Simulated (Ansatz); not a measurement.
`N[Si@H](F)[Si@@H](N)F` + H₂ → `N[SiH](F)[SiH2]F` + NH₃  (hydrogenolysis of the Si–N bond)

Program: Ansatz. Geometries: PBE0-D4/def2-TZVP. ΔE: electronic, gas phase. CCSD(T)/CBS is the MP2 limit (def2-TZVPP, def2-QZVPP) plus CCSD(T) − MP2 in def2-TZVPP, frozen cores. This one scheme is used for every species. DFT in def2-TZVPP. B3LYP here is the variant with VWN-RPA as its local correlation; programs differ in this. One conformer a species, not always the lowest.

Problem. Is it downhill or uphill in electronic energy at CCSD(T)/CBS, and by how much? (Estimate.)

Solution. The calculation gave: Uphill: ΔE = +52.2 kJ/mol.

Problem. What do these levels give: PBE0-D4, B3LYP-D4, ωB97X-V, ωB97M-V, PBE, B3LYP, HF/def2-TZVPP, SCS-MP2/def2-TZVPP, CCSD(T)/def2-TZVPP, MP2/def2-QZVPP, HF/CBS(def2), CCSD/CBS(def2)? (Estimate.)

Solution. Computed: PBE0-D4 50.0, B3LYP-D4 53.5, ωB97X-V 51.2, ωB97M-V 54.2, PBE 46.1, B3LYP 44.5, HF/def2-TZVPP 36.1, SCS-MP2/def2-TZVPP 51.4, CCSD(T)/def2-TZVPP 50.1, MP2/def2-QZVPP 58.3, HF/CBS(def2) 36.3, CCSD/CBS(def2) 48.8 kJ/mol.

Largest T1 diagnostic among the species: 0.012.

In def2-TZVPP, CCSD(T) changes the Hartree–Fock value by +14.1 kJ/mol (the triples alone add +3.4 kJ/mol) and MP2 by +20.9 kJ/mol. The D4 term adds +9.1 kJ/mol with B3LYP and +5.0 kJ/mol with PBE0; it sums over pairs of atoms, weighted by their polarisabilities, and B3LYP, whose exchange is more repulsive, gets the larger term.
